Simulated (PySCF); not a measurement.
This PySCF input asks for the NMR shieldings of `CCC(C)(C)SC`, C6H14S; the geometry comes from GFN2-xTB.

```python
import basis_set_exchange as bse
import numpy as np
from pyscf import gto, dft
from pyscf.prop import nmr

atoms = """
C     1.591116    1.168389   -0.896611
C     0.985469    0.539085    0.352594
C    -0.002777   -0.598339    0.078612
C     0.652427   -1.750971   -0.676607
C    -0.594694   -1.110306    1.387614
S    -1.377718   -0.035418   -1.036459
C    -2.122915    1.350014   -0.132003
H     2.162189    2.054252   -0.627506
H     0.808745    1.460139   -1.593214
H     2.258029    0.475339   -1.401754
H     1.785200    0.139412    0.982767
H     0.479055    1.314097    0.933529
H    -0.052866   -2.571833   -0.784403
H     1.525638   -2.107293   -0.133290
H     0.956498   -1.436445   -1.671031
H    -1.383331   -1.832429    1.187885
H    -1.008076   -0.298091    1.982198
H     0.179457   -1.598480    1.977518
H    -2.957732    1.680846   -0.741480
H    -2.485955    1.016226    0.834939
H    -1.406679    2.158750   -0.023770
"""
names = dict.fromkeys(["C", "S", "H"], "pcSseg-1")
basis = {el: gto.basis.parse(bse.get_basis(n, elements=[el], fmt="nwchem")) for el, n in names.items()}
mol = gto.M(atom=atoms, basis=basis, charge=0, verbose=0)
mf = dft.RKS(mol, xc="PBE0")
mf.grids.level = 2
mf.grids.alignment = dft.numint.BLKSIZE   # the property module wants whole blocks of grid points
mf.conv_tol = 1e-9
mf.kernel()

calc = nmr.RKS(mf)   # GIAO
C = mf.mo_coeff
Co = C[:, mf.mo_occ > 0]
resp = mf.gen_response(singlet=True, hermi=2)
def vind(x):   # induced exchange potential for any number of trial vectors
    d = np.einsum("pi,xij,qj->xpq", C, 2 * x.reshape(-1, C.shape[1], Co.shape[1]), Co, optimize=True)
    return np.einsum("xpq,pi,qj->xij", resp(d - d.transpose(0, 2, 1)), C, Co, optimize=True).ravel()
mo1, _ = nmr.rhf.solve_mo1(calc, with_cphf=vind)
sigma = calc.kernel(mo1)
for i, s in enumerate(sigma):   # ppm
    print("%2d %-2s %9.2f" % (i, mol.atom_pure_symbol(i), np.trace(s) / 3))
```

**Question.** What are the results?

**Answer.** 
```
 0 C     175.60
 1 C     152.70
 2 C     135.47
 3 C     159.52
 4 C     154.47
 5 S     499.72
 6 C     172.21
 7 H      30.81
 8 H      29.93
 9 H      30.82
10 H      30.49
11 H      30.22
12 H      30.49
13 H      30.91
14 H      30.32
15 H      30.24
16 H      30.11
17 H      30.49
18 H      30.04
19 H      29.63
20 H      29.78
```

These numbers come from an equivalent density-fitted implementation of the same equations, which agrees with the script to about 0.01 ppm for H and up to a few tenths of a ppm for heavy atoms, so last digits may differ.

**Question.** Turn these shieldings into chemical shifts. Referencing at the same level of theory: 13C (186.93 ppm), 1H (31.72 ppm) against TMS; 33S (503.73 ppm) vs CS2.

**Answer.** Averaging equivalent atoms: C 2: 51.5; C 1: 34.2; C 3/4: 29.9; C 6: 14.7; C 0: 11.3; S 5: 4; H 18/19/20: 1.90; H 10/11: 1.36; H 12/13/14/15/16/17: 1.29; H 7/8/9: 1.20 ppm. 

Size and cost of the density-fitted run: 196 basis functions, 75 s wall time on 1 thread of an AMD EPYC 7571, shared host; peak memory 0.85 GiB.
